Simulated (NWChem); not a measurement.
System: C$_{3}$H$_{4}$ClF; SMILES Cl/C=C(/F)C

Here is an NWChem input.

```
start job
memory heap 200 mb stack 900 mb global 1100 mb
geometry units angstroms
  C     -1.736995    -0.210440     0.502867
  C     -0.461406     0.548122     0.531454
  F     -0.512876     1.669451     1.289109
  C      0.690510     0.282274    -0.069079
  Cl     0.917177    -1.097381    -1.061584
  H     -2.013071    -0.503477     1.515275
  H     -1.633824    -1.094282    -0.117418
  H     -2.532114     0.422310     0.109792
  H      1.553707     0.919941     0.032193
end
basis spherical
  * library 6-31g*
end
dft
  xc hfexch
  iterations 150
end
task dft hessian
driver
  maxiter 150
  inhess 2
end
task dft optimize
```

NWChem printed, in part:

```
             Northwest Computational Chemistry Package (NWChem) 7.3.0
             --------------------------------------------------------

 CS  symmetry detected

                             Geometry "geometry" -> ""
                             -------------------------

 Output coordinates in angstroms (scale by  1.889725989 to convert to a.u.)

  No.       Tag          Charge          X              Y              Z
 ---- ---------------- ---------- -------------- -------------- --------------
    1 C                    6.0000    -1.42780170     1.03151059     0.00000000
    2 C                    6.0000     0.04593153     0.85410933     0.00000000
    3 F                    9.0000     0.73368595     2.02075531     0.00000000
    4 C                    6.0000     0.75999050    -0.26318440     0.00000000
    5 Cl                  17.0000     0.03950113    -1.81907228     0.00000000
    6 H                    1.0000    -1.72981540     1.59754679     0.88060628
    7 H                    1.0000    -1.92171600     0.06578647     0.00000000
    8 H                    1.0000    -1.72981540     1.59754679    -0.88060628
    9 H                    1.0000     1.83793208    -0.25806212     0.00000000

 Effective nuclear repulsion energy (a.u.)     211.1878134152

      Symmetry information
      --------------------

 Group name             Cs
 Group number              2
 Group order               2
 No. of unique centers     8

                                Z-matrix (autoz)
                                --------

 Units are Angstrom for bonds and degrees for angles

      Type          Name      I     J     K     L     M      Value
      ----------- --------  ----- ----- ----- ----- ----- ----------
    1 Stretch                  1     2                       1.48437
    2 Stretch                  1     6                       1.08953
    3 Stretch                  1     7                       1.08470
    4 Stretch                  1     8                       1.08953
    5 Stretch                  2     3                       1.35428
    6 Stretch                  2     4                       1.32598
    7 Stretch                  4     5                       1.71461
    8 Stretch                  4     9                       1.07795
    9 Bend                     1     2     3               113.65598
   10 Bend                     1     2     4               129.44650
   11 Bend                     2     1     6               109.71240
   12 Bend                     2     1     7               110.22325
   13 Bend                     2     1     8               109.71240
   14 Bend                     2     4     5               122.56991
   15 Bend                     2     4     9               122.31026
   16 Bend                     3     2     4               116.89752
   17 Bend                     5     4     9               115.11983
   18 Bend                     6     1     7               109.65274
   19 Bend                     6     1     8               107.84940
   20 Bend                     7     1     8               109.65274
   21 Torsion                  1     2     4     5          -0.00000
   22 Torsion                  1     2     4     9         180.00000
   23 Torsion                  3     2     1     6         -59.15499
   24 Torsion                  3     2     1     7         180.00000
   25 Torsion                  3     2     1     8          59.15499
   26 Torsion                  3     2     4     5         180.00000
   27 Torsion                  3     2     4     9           0.00000
   28 Torsion                  4     2     1     6         120.84501
   29 Torsion                  4     2     1     7           0.00000
   30 Torsion                  4     2     1     8        -120.84501

  xc_inp: hfexch multiplicative factor not found.

                              NWChem Analytic Hessian
                              -----------------------

 Summary of "ao basis" -> "ao basis" (spherical)
 ------------------------------------------------------------------------------
       Tag                 Description            Shells   Functions and Types
 ---------------- ------------------------------  ------  ---------------------
 C                           6-31g*                  6       14   3s2p1d
 F                           6-31g*                  6       14   3s2p1d
 Cl                          6-31g*                  8       18   4s3p1d
 H                           6-31g*                  2        2   2s

  ncent_ecp
  NO ECPs here                  566
  HESS GRID fine

                                 NWChem DFT Module
                                 -----------------

[...]

      ----------------------
      Optimization converged
      ----------------------

  Step       Energy      Delta E   Gmax     Grms     Xrms     Xmax
  ---- ---------------- -------- -------- -------- -------- --------
@    3    -674.81961523 -3.6D-08  0.00000  0.00000  0.00032  0.00098
                                     ok       ok       ok       ok

                                Z-matrix (autoz)
                                --------

 Units are Angstrom for bonds and degrees for angles

      Type          Name      I     J     K     L     M      Value     Gradient
      ----------- --------  ----- ----- ----- ----- ----- ---------- ----------
    1 Stretch                  1     2                       1.48826   -0.00000
    2 Stretch                  1     6                       1.08511    0.00000
    3 Stretch                  1     7                       1.07917   -0.00000
    4 Stretch                  1     8                       1.08511    0.00000
    5 Stretch                  2     3                       1.33489    0.00000
    6 Stretch                  2     4                       1.31364    0.00000
    7 Stretch                  4     5                       1.73071    0.00000
    8 Stretch                  4     9                       1.06976    0.00000
    9 Bend                     1     2     3               112.18859   -0.00000
   10 Bend                     1     2     4               130.90677    0.00000
   11 Bend                     2     1     6               109.45361   -0.00000
   12 Bend                     2     1     7               111.66612    0.00000
   13 Bend                     2     1     8               109.45361   -0.00000
   14 Bend                     2     4     5               123.75677    0.00000
   15 Bend                     2     4     9               121.49489   -0.00000
   16 Bend                     3     2     4               116.90464   -0.00000
   17 Bend                     5     4     9               114.74835    0.00000
   18 Bend                     6     1     7               109.22143   -0.00000
   19 Bend                     6     1     8               107.73989   -0.00000
   20 Bend                     7     1     8               109.22143   -0.00000
   21 Torsion                  1     2     4     5          -0.00000   -0.00000
   22 Torsion                  1     2     4     9         180.00000   -0.00000
   23 Torsion                  3     2     1     6         -58.93492    0.00000
   24 Torsion                  3     2     1     7         180.00000   -0.00000
   25 Torsion                  3     2     1     8          58.93492   -0.00000
   26 Torsion                  3     2     4     5         180.00000    0.00000
   27 Torsion                  3     2     4     9           0.00000    0.00000
   28 Torsion                  4     2     1     6         121.06508    0.00000
   29 Torsion                  4     2     1     7           0.00000   -0.00000
   30 Torsion                  4     2     1     8        -121.06508   -0.00000

                         Geometry "geometry" -> "geometry"
                         ---------------------------------

 Output coordinates in angstroms (scale by  1.889725989 to convert to a.u.)

  No.       Tag          Charge          X              Y              Z
 ---- ---------------- ---------- -------------- -------------- --------------
    1 C                    6.0000    -1.43020017     1.03718471     0.00000000
    2 C                    6.0000     0.04437291     0.83580470     0.00000000
    3 F                    9.0000     0.71111560     1.99225508     0.00000000
    4 C                    6.0000     0.76233010    -0.26427606     0.00000000
    5 Cl                  17.0000     0.08294433    -1.85606195     0.00000000
    6 H                    1.0000    -1.71682589     1.60919383     0.87642373
    7 H                    1.0000    -1.96067142     0.09739194     0.00000000
    8 H                    1.0000    -1.71682589     1.60919383    -0.87642373
    9 H                    1.0000     1.83165312    -0.23374961     0.00000000

 Effective nuclear repulsion energy (a.u.)     211.1310571441

      Symmetry information
      --------------------

 Group name             Cs
 Group number              2
 Group order               2
 No. of unique centers     8

                Final and change from initial internal coordinates
                --------------------------------------------------

                                Z-matrix (autoz)
                                --------

 Units are Angstrom for bonds and degrees for angles

[...]
```

Level: Hartree-Fock/6-31G* (spherical d).
